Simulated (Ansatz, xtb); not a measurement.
A geometry optimisation of F3H2SbSn with r2SCAN-D4/def2-SVP

The starting geometry of this gas-phase singlet was built from a drawn formula by distance geometry and a force field; its bonds are those of `[F][Sn]([F])([F])[SbH2]`.

```
atom    x (Å)    y (Å)    z (Å)
   F  -2.4373  -1.0593  -1.6191
   F  -0.4872   1.4001  -1.6436
   F  -1.4158   0.1563   1.1522
  Sb  -4.1791   2.3392  -0.7138
  Sn  -1.9516   0.5517  -0.7171
   H  -3.8796   2.6895  -2.4058
   H  -3.1153   3.6452  -0.2277
```

Task: Predict what it relaxes into with r2SCAN-D4/def2-SVP.

Result: It keeps its bonds, and is `[F][Sn]([F])([F])[SbH2]`.

The energy falls by 0.19 eV over 5 steps:

| step | E − E(last) (eV) |
| --- | --- |
| 1 | 0.186 |
| 2 | 0.130 |
| 3 | 0.007 |
| 4 | 0.000 |
| 5 | 0.000 |

Final geometry (Å):

```csv
atom,x (Å),y (Å),z (Å)
F,-2.3680,-1.0394,-1.5837
F,-0.4359,1.2938,-1.6002
F,-1.4026,0.1560,1.0357
Sb,-4.2275,2.3743,-0.7047
Sn,-2.0320,0.6554,-0.7207
H,-3.8724,2.6729,-2.3581
H,-3.1276,3.6098,-0.2434
```

From the same start GFN2-xTB ends elsewhere, in pieces: FH2Sb + F2Sn.

No frequencies were run, so the end isn't proven a minimum. Atoms past krypton carry core potentials, without spin–orbit terms. Run with Ansatz 0.2.0, 14 s on 2 threads of Intel(R) Xeon(R) Platinum 8488C (Sapphire Rapids), on a shared host.
